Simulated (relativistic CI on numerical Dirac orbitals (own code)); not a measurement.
**Spin-orbit doublets in the photoemission of tantalum**

Problem. Photoelectron lines from p, d and f shells are doublets, and peak fits need their splitting and area ratio. Find both for the 4f line of tantalum, from the calculated spin-orbit constant ζ(4f) = 0.5392 eV of the closed-shell ion Ta⁵⁺ with one hole. Is the doublet resolved if instrument, lifetime and solid give each line a width of 1.2 eV (assumed)?

Working.
1. One hole with l = 3 gives j = 7/2 and j = 5/2. For a hole the level of higher j has the lower binding energy.
2. The splitting is (l + ½)ζ = 3.5 × 0.5392 = 1.887 eV.
3. The areas follow 2j + 1: 8 : 6, so the weaker line has 0.750 of the stronger one's area, if the radial matrix elements are equal.
4. Splitting over width is 1.57: two separate peaks.

Check. The difference of tabulated binding energies of the element (N6 less N7; Elam, Ravel and Sieber, Radiat. Phys. Chem. 63, 121 (2002), rounded to 0.1 eV or more) is 1.9 eV.

All doublets of Ta⁵⁺, calculated as differences of Dirac-Coulomb-Breit total energies with one hole (eV):

```json
{"Shell": "2p", "Calculated": "1257", "Without Breit and QED": "1270", "Tabulated, element": "1255.0"}
{"Shell": "3p", "Calculated": "274.2", "Without Breit and QED": "277", "Tabulated, element": "275.0"}
{"Shell": "3d", "Calculated": "58.43", "Without Breit and QED": "59.52", "Tabulated, element": "58.0"}
{"Shell": "4p", "Calculated": "63.09", "Without Breit and QED": "63.79", "Tabulated, element": "62.5"}
{"Shell": "4d", "Calculated": "11.57", "Without Breit and QED": "11.8", "Tabulated, element": "11.5"}
{"Shell": "4f", "Calculated": "1.895", "Without Breit and QED": "1.982", "Tabulated, element": "1.9"}
{"Shell": "5p", "Calculated": "9.616", "Without Breit and QED": "9.734", "Tabulated, element": "9.5"}
```

The Breit and QED terms lower the splittings by 1.0 to 4.4 %.
